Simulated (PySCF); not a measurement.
## Spinor energies of Mo (molybdenum, neutral)

Start: [Kr] 4d4 5s1 5p1; 4d5/2 filled at m_j = -1/2, +1/2, +3/2, +5/2; 5s1/2 filled at m_j = +1/2; 5p3/2 filled at m_j = +3/2. Calculated with PySCF 2.14 in x2c-TZVPall-2c with one added diffuse shell each of s, p, d type (9s10p8d1f, 86 functions): generalised Hartree-Fock with the X2C-1e Hamiltonian and a Gaussian nucleus; one run each with spin-orbit coupling (SO) switched off, then screened by Boettger's factors. This is a chosen level, not necessarily the ground level.

| spinor shell | electrons | ε, spin-free (eV) | ε, screened SO (eV) | weight of nominal j (screened SO) | rms radius, screened SO (bohr) |
| --- | --- | --- | --- | --- | --- |
| 1s1/2 | 2 | -20111.7 | -20110.7 | 1.000 | 0.0404 |
| 2s1/2 | 2 | -2919.8 | -2919.5 | 1.000 | 0.166 |
| 2p1/2 | 2 | -2604.2 | -2677.7 | 1.000 | 0.145 |
| 2p3/2 | 4 | -2604.2 | -2569.7 | 1.000 | 0.149 |
| 3s1/2 | 2 | -533.09 | -533.09 | 1.000 | 0.456 |
| 3p1/2 | 2 | -426.79 | -439.45 | 1.000 | 0.455 |
| 3p3/2 | 4 | -426.79 | -420.94 | 1.000 | 0.465 |
| 3d3/2 | 4 | -253.87 | -255.98 | 0.975 | 0.452 |
| 3d5/2 | 6 | -253.87 | -252.52 | 0.983 | 0.455 |
| 4s1/2 | 2 | -83.556 | -83.603 | 1.000 | 1.18 |
| 4p1/2 | 2 | -52.001 | -55.774 | 0.683 | 1.32 |
| 4d5/2 | 4 | -13.231 | -13.252 | 0.676 | 1.97 |
| 5s1/2 | 1 | -9.094 | -9.110 | 0.998 | 3.65 |
| 5p3/2 | 1 | -4.942 | -4.889 | 1.000 | 4.79 |

Question: Where does 4p3/2 lie, and what is the 4p spin-orbit splitting (screened SO)?

Answer: At -50.257 eV, 5.517 eV above 4p1/2.

```tsv
quantity	spin-free	screened SO
E (hartree)	-4045.84487	-4046.31566
M_J	6	6
⟨J²⟩	42.018	42.018
⟨L²⟩	12.016	12.053
⟨S²⟩	12.002	11.990
```

Each row is a mean over spinors that exchange with the open shell spreads, by up to 8.416 eV (4p3/2).

Rows whose weight is well below 1 are mixtures of j = l ± 1/2: exchange outweighs spin-orbit coupling there, and the label is only the starting occupation.

Breit and QED terms are absent; they matter most for the inner s and p1/2 levels.

Densities and radii are taken from the X2C orbitals without a picture-change correction, which distorts them close to the nucleus.

Without spin-orbit coupling the j labels of p, d and f shells carry no meaning; the spin-free column gives the mean over the occupied spinors of each nl shell.
